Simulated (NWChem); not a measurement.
System meant: C2H3NO2Si; SMILES C1=NC(=O)[SiH2]O1

Here is an NWChem input.

```
start job
memory heap 200 mb stack 900 mb global 1100 mb
geometry units angstroms noautoz
  O     -0.291531     2.188352     0.000000
  C      0.010137     1.026806     0.000000
  N      1.336602     0.545662     0.000000
  C      1.384096    -0.736152     0.000000
  O      0.315790    -1.538505     0.000000
  Si    -1.111734    -0.559397     0.000000
  H      2.340646    -1.275628     0.000000
  H     -1.889118    -0.840437     1.232994
  H     -1.889118    -0.840437    -1.232994
end
basis spherical
  * library def2-svp
end
dft
  odft
  mult 2
  xc pbe0
  iterations 150
  mulliken
end
task dft energy
```

End of the output:

```
 Summary of "ao basis" -> "ao basis" (spherical)
 ------------------------------------------------------------------------------
       Tag                 Description            Shells   Functions and Types
 ---------------- ------------------------------  ------  ---------------------
 O                          def2-svp                 6       14   3s2p1d
 C                          def2-svp                 6       14   3s2p1d
 N                          def2-svp                 6       14   3s2p1d
 Si                         def2-svp                 8       18   4s3p1d
 H                          def2-svp                 3        5   2s1p

 Summary of "ao basis" -> "ao basis" (spherical)
 ------------------------------------------------------------------------------
       Tag                 Description            Shells   Functions and Types
 ---------------- ------------------------------  ------  ---------------------
 O                          def2-svp                 6       14   3s2p1d
 C                          def2-svp                 6       14   3s2p1d
 N                          def2-svp                 6       14   3s2p1d
 Si                         def2-svp                 8       18   4s3p1d
 H                          def2-svp                 3        5   2s1p

      Symmetry analysis of basis
      --------------------------

        a'         72
        a"         31

  number of electrons :                   52
  multiplicity        :                    2
 ------------------------------------------------------------------------
  no. of electrons and multiplicity not compatible                  52
 ------------------------------------------------------------------------
 ------------------------------------------------------------------------
  current input line :
    24: task dft energy
 ------------------------------------------------------------------------
 ------------------------------------------------------------------------
 There is an error in the input file
 ------------------------------------------------------------------------
 For more information see the NWChem manual at https://nwchemgit.github.io

0: no. of electrons and multiplicity not compatible:Received an Error in Communication
```

Task: Find the fault in this run and fix the input.

Result: The program refused the input. Cause: the multiplicity doesn't fit the number of electrons (an even count wants an odd multiplicity, and the reverse). This input runs:
```
start job
memory heap 200 mb stack 900 mb global 1100 mb
geometry units angstroms noautoz
  O     -0.291531     2.188352     0.000000
  C      0.010137     1.026806     0.000000
  N      1.336602     0.545662     0.000000
  C      1.384096    -0.736152     0.000000
  O      0.315790    -1.538505     0.000000
  Si    -1.111734    -0.559397     0.000000
  H      2.340646    -1.275628     0.000000
  H     -1.889118    -0.840437     1.232994
  H     -1.889118    -0.840437    -1.232994
end
basis spherical
  * library def2-svp
end
dft
  xc pbe0
  iterations 150
  mulliken
end
task dft energy
```
It converges to -571.97972 Ha (PBE0/def2-SVP).
